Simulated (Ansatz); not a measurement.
A made-up structure of ZnBH3, closed shell:

```csv
atom,x (Å),y (Å),z (Å)
B1,-0.2211,-0.8033,0.2922
Zn2,0.2994,1.0864,-0.3954
H3,-1.2551,-1.0247,0.8596
H4,0.5892,0.7824,1.0758
H5,0.6894,2.5035,-0.9107
```

It is relaxed with PBE-D4/def2-SVP and then PBE0-D4/def2-TZVP (Ansatz 0.2.0). Atoms count as bonded within 1.22 times the sum of their covalent radii (H–H: 0.88 Å). The end point is not checked to be a true minimum.

Question: Does its bonding change? (A judgement: the text doesn't fix the answer.)

Answer: The calculation gives: Yes. Formed: B1–H4; broken: Zn2–H4.

Where it ends: The first stage lowers the energy by 3.00 eV in 11 steps. It ends as ZnBH₃ ([BH2][ZnH]):
```
5
angstrom
B -0.2081 -0.1332 0.7460
Zn 0.3291 1.3769 -0.5752
H -0.9440 -1.0305 0.4404
H 0.1928 -0.1785 1.8762
H 0.7319 2.5096 -1.5660
```

Labels in which every atom is bracketed show which atoms are joined, not bond orders.

For scale, one of the runs: PBE0-D4/def2-TZVP relaxation, 97 basis functions, launched by `ansatz run in.yaml --threads 2 --pin off --events-out ev --progress --plain --max-ram 4352MiB`. Hardware: 2 CPU threads of an Arm Neoverse N1, shared host. Wall time about 11 s.
